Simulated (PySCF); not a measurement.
CH₅N₃OSi, SMILES O([SiH](N)N)C#N.

Geometry optimised at PBE0-D3(BJ)/def2-SVP. The structure was generated by enumeration, and PubChem lists no compound with its InChIKey, so it may never have been made. One conformer was computed; it need not be the lowest.

These are PBE0-D3(BJ)/def2-SVP in PySCF values and carry that method's errors.

Frequencies are harmonic and unscaled.

Computed harmonic wavenumbers and intensities:
| mode | ν (cm⁻¹) | IR (km/mol) | moving atoms (share of kinetic energy) |
|---|---|---|---|
| 1 | 36 | 1.9 | N 57 %, O 29 %, H 9 % |
| 2 | 106 | 2.5 | N 54 %, O 26 %, H 10 %, Si 8 % |
| 3 | 206 | 1.4 | H 53 %, N 34 % |
| 4 | 247 | 0.2 | N 33 %, H 30 %, O 21 %, Si 10 % |
| 5 | 283 | 45.7 | H 61 %, N 22 % |
| 6 | 324 | 64.1 | H 64 %, Si 19 %, N 11 % |
| 7 | 344 | 110.3 | H 46 %, N 32 %, Si 15 % |
| 8 | 391 | 106.6 | H 81 %, N 16 % |
| 9 | 425 | 117.7 | H 81 %, N 16 % |
| 10 | 523 | 16.8 | C 66 %, N 16 %, Si 11 % |
| 11 | 536 | 20.4 | C 67 %, N 16 %, O 13 % |
| 12 | 664 | 72.9 | O 44 %, H 18 %, Si 14 %, C 12 %, N 11 % |
| 13 | 741 | 74.4 | H 75 %, Si 11 %, N 11 % |
| 14 | 791 | 12.9 | H 72 %, N 20 % |
| 15 | 833 | 13.4 | H 59 %, N 36 % |
| 16 | 908 | 256.1 | H 36 %, Si 32 %, N 31 % |
| 17 | 912 | 60.6 | H 72 %, N 21 % |
| 18 | 992 | 247.2 | Si 44 %, H 29 %, N 27 % |
| 19 | 1234 | 217.9 | O 64 %, N 31 % |
| 20 | 1528 | 112.2 | H 88 %, N 12 % |
| 21 | 1534 | 45.1 | H 88 %, N 12 % |
| 22 | 2278 | 111.9 | H 96 % |
| 23 | 2431 | 325.2 | C 66 %, N 31 % |
| 24 | 3622 | 53.1 | H 96 % |
| 25 | 3636 | 63.6 | H 96 % |
| 26 | 3728 | 56.3 | H 91 %, N 9 % |
| 27 | 3743 | 62.7 | H 91 %, N 9 % |
